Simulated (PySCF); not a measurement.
## Structure elucidation problem

Molecular formula: C₄H₇F₄PSi. Simulated spectra:

¹H NMR (400 MHz, computed): δ 4.37 (m, 3H), 2.50 (m, 2H), 2.44 (m, 2H).

¹³C{¹H} NMR (computed): δ 248.6 (C), 135.9 (C), 35.5 (CH2), 25.9 (CH2).

Single conformer, fast rotation and ring inversion assumed for equivalent nuclei, no solvent model, relativity neglected. Coordinates at the GFN2-xTB level; NMR shieldings at PBE0/pcSseg-1/GIAO; PySCF 2.14.0 with density-fitted response routines.

Shifts are taken against calculated references (same method and geometry level): ¹H and ¹³C against TMS.

**Question.** Propose a structure and justify it.

**Answer.** 
1. 4 carbon signals for 4 carbons: no two carbons are equivalent.
2. Carbon types of the structure: 2 × C, 2 × CH2, leaving 3 H on heteroatoms.
3. δC 248.6: carbon double-bonded to a heavier main-group atom.
4. δC 135.9: CF3 carbon; 3 electronegative neighbours deshield it.
5. δC 35.5: sp3 CH2; a saturated carbon with 2 carbon neighbours and no heteroatom attached.
6. δC 25.9: sp3 CH2 bonded to P.
7. δH 4.37: hydrogen on a silicon bonded to C.
8. δH 2.50: hydrogen on an sp3 CH2 bonded to P.
9. δH 2.44: hydrogen on an sp3 CH2.

Structure: SMILES F/C([SiH3])=P/CCC(F)(F)F.

This is the structure that produced the data.

Splittings by ¹⁹F and ³¹P in the carbon and heteronuclear signals aren't shown, as no couplings were computed. Shifts are as computed. Against solution values, carbons near 30 ppm lie about +3 ppm off and those near 130 ppm about +5 ppm. Of 1211 compounds with measured shifts, 218 miss one by over three times the rms of a fit or turn the order of signals round; such compounds aren't used in these exercises. No couplings were computed; multiplicities are counted from neighbouring protons, with m where these are inequivalent, close in shift, in a saturated or five-membered ring or joined by F or P, and br s for small geminal =CH2 splittings.
